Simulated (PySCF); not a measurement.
## Telling isomers of C6H10FNSi2 apart by NMR

One conformer, fast rotation and ring inversion assumed for equivalent nuclei, non-relativistic, no solvent model. PBE0/pcSseg-1 with gauge-including orbitals; geometry from GFN2-xTB; PySCF 2.14.

Referencing at the same level of theory: ¹H and ¹³C vs TMS. Splittings of carbon signals by F and P are missing where no couplings were computed. Where no couplings were computed, multiplicities follow the n + 1 count of equivalent neighbours, and m marks all less simple cases (inequivalent or close neighbours, rings, F or P nearby). Shifts are as computed. Against solution values, carbons near 30 ppm lie about +3 ppm off and those near 130 ppm about +5 ppm. Of 1309 compounds with measured shifts, 239 miss one by over three times the rms of a fit or turn the order of signals round; such compounds aren't used in these exercises.

(1) Tabulate the signals of `N#C[C@@H]1[SiH2]CC[SiH2]/C1=C/F`, `C=C(C)[SiH2]/C(F)=C\[SiH2]C#N`, `N#C[C@@H]1CC[SiH2]/C(=C/F)[SiH2]1`, `C=C(C)[Si@@H]1C[C@@H](C#N)[Si@@H]1F` and their relative energies.

(2) What is the quickest way to tell N#C[C@@H]1[SiH2]CC[SiH2]/C1=C/F from N#C[C@@H]1CC[SiH2]/C(=C/F)[SiH2]1?

(3) What is the quickest way to tell N#C[C@@H]1CC[SiH2]/C(=C/F)[SiH2]1 from C=C(C)[Si@@H]1C[C@@H](C#N)[Si@@H]1F?

(4) What is the quickest way to tell C=C(C)[SiH2]/C(F)=C\[SiH2]C#N from N#C[C@@H]1CC[SiH2]/C(=C/F)[SiH2]1?

Answers

(1) 
```tsv
SMILES	carbon types	δC	δH	E rel. (kcal/mol)
N#C[C@@H]1[SiH2]CC[SiH2]/C1=C/F	2×C 2×CH 2×CH2	159.1, 123.8, 113.7, 13.0, 10.7, 6.6	6.82 (m, 1H), 4.93 (m, 1H), 4.49 (m, 1H), 4.16 (m, 1H), 4.14 (m, 1H), 3.79 (m, 1H), 1.70 (m, 1H), 1.38 (m, 1H), 1.37 (m, 1H), 0.96 (m, 1H)	23.2
C=C(C)[SiH2]/C(F)=C\[SiH2]C#N	3×C 1×CH 1×CH2 1×CH3	195.3, 148.2, 139.5, 127.5, 110.1, 28.4	6.26 (br s, 1H), 5.98 (m, 1H), 5.88 (br s, 1H), 4.82 (m, 2H), 4.76 (d, 2H), 2.42 (s, 3H)	43.5
N#C[C@@H]1CC[SiH2]/C(=C/F)[SiH2]1	2×C 2×CH 2×CH2	171.2, 125.2, 102.1, 26.9, 12.3, 9.1	7.12 (m, 1H), 5.05 (m, 1H), 4.61 (m, 1H), 4.53 (m, 1H), 4.53 (m, 1H), 2.58 (m, 1H), 2.05 (m, 1H), 1.77 (m, 1H), 1.65 (m, 1H), 0.89 (m, 1H)	18.8
C=C(C)[Si@@H]1C[C@@H](C#N)[Si@@H]1F	2×C 1×CH 2×CH2 1×CH3	149.6, 138.3, 125.6, 27.2, 21.9, 15.5	6.17 (m, 1H), 6.15 (br s, 1H), 5.78 (br s, 1H), 5.26 (m, 1H), 2.80 (m, 1H), 2.21 (s, 3H), 2.03 (m, 1H), 1.70 (m, 1H)	0.0
```

Energies are electronic energies at PBE0/pcSseg-1 on these geometries, without zero-point or thermal terms, each for the one conformer computed, which needn't be the lowest.

(2) Both give the same number of carbon signals, with the same numbers of each carbon type, so the positions decide. The first has an alkene CH at 159.1 ppm, the second an sp3 CH2 in a ring at 26.9 ppm. Their most deshielded carbons lie at 159.1 and 171.2 ppm.

(3) Both give the same number of carbon signals, but DEPT or the intensities differ. The first has an alkene CH at 171.2 ppm, the second a terminal =CH2 carbon at 138.3 ppm. Their most deshielded carbons lie at 171.2 and 149.6 ppm. In the proton spectra the most deshielded non-exchanging signals are 7.12 (m, 1H) and 6.17 (m, 1H).

(4) Both give the same number of carbon signals, but DEPT or the intensities differ. The first has a fully substituted alkene carbon (C) at 195.3 ppm, the second an alkene CH at 171.2 ppm. In the proton spectra the most deshielded non-exchanging signals are 6.26 (br s, 1H) and 7.12 (m, 1H).
